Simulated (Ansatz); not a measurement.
Reactions of CH₉NSi₃ (`N[SiH]1C[SiH]1[SiH3]`).

Gas-phase electronic energies from Ansatz, PBE0-D4/def2-TZVP geometries. CBS: MP2 limit from def2 TZ/QZ plus the TZ coupled-cluster correction, frozen cores. This one scheme is used for every species. DFT in def2-TZVPP. Elements past krypton have def2 core potentials. For Ge, In, Sc outer-core shells are correlated without core-valence functions, which leaves a few kJ/mol of doubt a bond. Scalar relativity is left out up to krypton. Each species was taken in one conformer, which may not be the lowest.

| reaction | CCSD(T)/CBS(def2) (kcal/mol) |
| --- | --- |
| `N[Si@@H]1C[Si@H]1[SiH3]` + `[CH3][In]([OH])[F]` → `[CH3][In]([F])[O][SiH3]` + `N[SiH]1C[SiH2]1` | -22.0 |
| `N[Si@@H]1C[Si@H]1[SiH3]` + `[NH2][Ge][OH]` → `[NH2][Ge][O][SiH3]` + `N[SiH]1C[SiH2]1` | -21.7 |
| `N[Si@@H]1C[Si@H]1[SiH3]` + `C[O][AlH][SH]` → `C[O][AlH][S][SiH3]` + `N[SiH]1C[SiH2]1` | ? |
| `N[Si@@H]1C[Si@H]1[SiH3]` + `[SH][AlH][SH]` → `[SiH3][S][AlH][SH]` + `N[SiH]1C[SiH2]1` | -11.2 |
| `N[Si@@H]1C[Si@H]1[SiH3]` + `[OH][Sc]([F])[F]` → `[F][Sc]([F])[O][SiH3]` + `N[SiH]1C[SiH2]1` | ? |
| `N[Si@@H]1C[Si@H]1[SiH3]` + `CNCS` → `CNCS[SiH3]` + `N[SiH]1C[SiH2]1` | -12.3 |

Question: Fill in the missing values. (Estimate.)

Answer: Ansatz gave: `N[Si@@H]1C[Si@H]1[SiH3]` + `C[O][AlH][SH]` → `C[O][AlH][S][SiH3]` + `N[SiH]1C[SiH2]1`: -11.0 kcal/mol; `N[Si@@H]1C[Si@H]1[SiH3]` + `[OH][Sc]([F])[F]` → `[F][Sc]([F])[O][SiH3]` + `N[SiH]1C[SiH2]1`: -23.0 kcal/mol.

Largest T1 diagnostic: 0.017, for `[OH][Sc]([F])[F]`.
